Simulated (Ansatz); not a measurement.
Job for Ansatz (an electronic-structure program): R-B3LYP/def2-TZVPP on C2H6FIn (SMILES C[CH2][InH][F]), a point of a torsion scan. Elements past Kr take the def2 small-core potentials; no spin–orbit coupling.

Ansatz 0.2 input:
```yaml
crystal:
  periodic: [false, false, false]
  atoms:
    - {symbol: C, position_ang: [-1.18003304, 0.20839459, -0.69973803]}
    - {symbol: C, position_ang: [-0.50165647, -0.09033924, 0.62482463]}
    - {symbol: In, position_ang: [1.74574665, -0.14868044, 0.43130240]}
    - {symbol: F, position_ang: [2.47295904, 1.66273011, 0.74643366]}
    - {symbol: H, position_ang: [-1.01421385, -0.59255121, -1.42096388]}
    - {symbol: H, position_ang: [-2.25630088, 0.31136239, -0.54943607]}
    - {symbol: H, position_ang: [-0.80626453, 1.14228143, -1.12296693]}
    - {symbol: H, position_ang: [-0.64655145, 0.72185447, 1.33880801]}
    - {symbol: H, position_ang: [-0.84275636, -1.03131729, 1.05266821]}
    - {symbol: H, position_ang: [3.11256091, -1.17895372, 0.10974186]}
basis:
  gaussian:
    orbitals: def2-TZVPP
hamiltonian:
  xc: {name: B3LYP}
scf: {lower_state_search: off}
```

The head of its log:

```
WARN ansatz: RAYON_NUM_THREADS=1 ignored (pool sized by the plan → 1); use --threads N
Functional definition: B3LYP
these checks for a lower state are left out or cut short: stability, starts, cluster_reference, orbital_swaps, neighbouring_geometries, increment
integrals: 0.14 GiB planned
1335 factors; their error is unknown
mean field: 1.23 GiB planned
mean field evaluation 1: about -10053.6576 eV, gradient 8.0e1 eV
mean field evaluation 2: about -10011.4474 eV, gradient 1.6e2 eV
```

Q: What total energy does the run end on?

A: -369.9664 hartree.
